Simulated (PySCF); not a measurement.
C2H4ClFOSi, SMILES C[Si@@](F)(Cl)C=O.

Coordinates come from a ωB97X-D3(BJ)/def2-SVP optimisation. The structure was generated by enumeration; whether it is a known compound was not checked. The values are those of a single conformer.

Computed with PBE/def2-TZVP in PySCF.

Computed frontier levels, gap, dipole moment and polarisability:
highest occupied level: -5.93 eV
lowest empty level: -3.21 eV
orbital gap: 2.71 eV
dipole moment: 0.179 e·Å
quadrupole, principal values (traceless, Buckingham form, about the centre of nuclear charge): -9.31, 0.37, 8.93 D·Å
mean static polarisability: 62.9 bohr³ (9.32 Å³)
polarisability, principal values: 51.8, 64.8, 72.1 bohr³
